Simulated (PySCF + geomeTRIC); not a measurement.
Species: H$_{4}$OSi, SMILES `O[SiH3]` (charge 0, multiplicity 1).

### Question
Give a relaxed geometry from PySCF + geomeTRIC with PBE0-D4/def2-TZVP.

### Answer
the end point of this relaxation (outside a Z-matrix the atoms follow the SMILES, hydrogens last).
Z-matrix (Å, degrees):
```
Si
O 1 1.6478
H 2 0.9575 1 117.87
H 1 1.4805 2 105.92 3 179.93
H 1 1.4890 4 109.86 2 -120.73
H 1 1.4890 4 109.86 5 -118.54
```
